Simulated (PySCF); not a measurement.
# Simulated characterisation data

All values are calculated (PySCF 2.14.0 with density-fitted response routines): σ from GIAO-PBE0/pcSseg-1, geometry: GFN2-xTB. Non-relativistic Hamiltonian, a single conformation, in vacuum, fast rotation and ring inversion assumed for equivalent nuclei.

References, each an isolated molecule treated in the same way: TMS for 1H (σref 31.72) and 13C (σref 186.93). Splittings of carbon signals by F and P are missing where no couplings were computed. Where no couplings were computed, multiplicities follow the n + 1 count of equivalent neighbours, and m marks all less simple cases (inequivalent or close neighbours, rings, F or P nearby). Shifts are as computed. Against solution values, carbons near 30 ppm lie about +3 ppm off and those near 130 ppm about +5 ppm; carbons on Cl a further +6 ppm. Of 1211 compounds with measured shifts, 218 miss one by over three times the rms of a fit or turn the order of signals round; such compounds aren't used in these exercises. Carbons bonded to Cl come out too deshielded.

Compound 1 (C6H6F3N3). 1H NMR (600 MHz, computed): δ 7.91 (m, 1H), 6.25 (m, 1H), 5.87 (m, 1H), 5.68 (m, 1H), 5.12 (d, 2H). 13C{1H} NMR (computed): δ 147.2 (C), 143.5 (CH), 131.2 (CH), 130.8 (C), 127.0 (CH2), 56.2 (CH2). Structure: `C=CCn1cc(C(F)(F)F)nn1`.

Compound 2 (C4H4ClFO2). 1H NMR (600 MHz, computed): δ 5.10 (m, 1H), 4.06 (s, 3H). 13C{1H} NMR (computed): δ 174.0, 168.5, 86.8, 55.8. Structure: SMILES CO/C(F)=C/C(=O)Cl.
